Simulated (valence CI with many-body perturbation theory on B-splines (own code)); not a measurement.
Eu23+: key properties

Computed by configuration interaction combined with many-body perturbation theory (CI+MBPT): four valence electrons over a frozen Dirac-Fock core [Kr], radial functions for each j: 7 s, 7 p, 8 d, 6 f, 4 g, 1 h, with the one-electron correlation potential Σ1, the two-electron term Σ2, the three-electron term Σ3, Breit, model QED; selected CI, second order for the rest, scaled by the run's own slope (own B-spline code, finite nucleus).

No measured levels were compared; by estimate terms of the open shell hold to 2 to 4 % of their energy, and close levels can change places. The list stops below the first excitations out of the core.

Levels are named by their leading jj configuration (3d3/2^4 stands for four electrons in 3d with j = 3/2), which in mixed levels can hold well under half, so a name can repeat and another be missing.

Rates and lifetimes use the calculated energies. Strong lines usually hold to 10 to 20 %, long lifetimes can be off by a factor of two.

Task: What is the ground level?

Result: (4d3/2^4) J=0, composition 50 % 4d4 3P + 42 % 4d4 5D + 8 % 4d4 1S.

Task: What is the ionisation energy?

Result: 756.41 eV; NIST lists 755 ± 4 eV (theoretical).

Task: How well does LS coupling describe the low levels?

Result: Among the lowest 20 levels the leading LS term, summed over configurations, holds 54 % on average. For single configurations the figures are 54 % in LS and 83 % in jj coupling. Terms mix most in the J = 4 level at 65405 cm⁻¹, where the leading one holds 31 %.
